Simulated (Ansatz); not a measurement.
Several settings on one geometry of dimethylphenylsulfonium bromide, `C[S+](C)c1ccccc1.[Br-]` (that of the charge 0 singlet, PBE-D4/def2-SVP). Ansatz on 4 threads of Arm Neoverse V2 on a shared host; times are rough.

```xyz
21

C     2.0933    0.6131    1.0685
S     1.4635   -0.7418    0.0240
C     1.7601   -0.1344   -1.6686
C    -0.3596   -0.2815    0.1189
C    -1.1894   -1.3353    0.5295
C    -2.5743   -1.1293    0.6423
C    -3.1222    0.1267    0.3441
C    -2.2869    1.1792   -0.0671
C    -0.9030    0.9786   -0.1810
H     1.8641    0.3195    2.1098
H     3.1878    0.6072    0.9028
H     1.5962    1.5660    0.8101
H     2.8576   -0.2087   -1.7972
H     1.2368   -0.8409   -2.3395
H     1.3615    0.8894   -1.7900
H    -0.7490   -2.3186    0.7601
H    -3.2257   -1.9557    0.9648
H    -4.2068    0.2898    0.4321
H    -2.7161    2.1653   -0.3019
H    -0.2632    1.8145   -0.5051
Br    4.1752   -1.6031   -0.0565
```

Totals from different functionals, basis sets or treatments of relativity can't be compared as stabilities.

The 6-31G sets use Cartesian d functions.

The spins typed aren't always the lowest for that charge.

(1) Give the basis size and estimate the energy, ⟨S²⟩, dipole and time of these runs.

```csv
run,method,charge,state,further keys
1,RKS r2SCANh-D4/def2-SVP,0,singlet,scf: {lower_state_search: off}; forces asked
2,RKS B97M-V/6-31G,0,singlet,scf: {lower_state_search: full}; forces asked
3,RKS ωB97X-V/def2-SVP,0,singlet,scf: {omitted_lower_state_checks: [starts]}; forces asked
4,UKS PBEsol/def2-SVP,-1,doublet,fitting: {mean_field: def2-universal-jkfit}; pseudopotentials: {relativity: none}; forces asked
```

## Answers

(1) 
| run | functions | energy (Eh) | ⟨S²⟩ | dipole (D) | wall time |
| --- | --- | --- | --- | --- | --- |
| 1 | 217 | -3282.8868 | – | 10.23 | 8 s |
| 2 | 136 | -3282.7162 | – | 11.57 | 15 s |
| 3 | 217 | -3282.7350 | – | 10.93 | 20 s |
| 4 | 217 | -3278.5041 | 0.75 | – | 14 s |

The highest occupied level of an anion often lies above zero with these methods, and sets without diffuse functions describe the outer electron poorly.
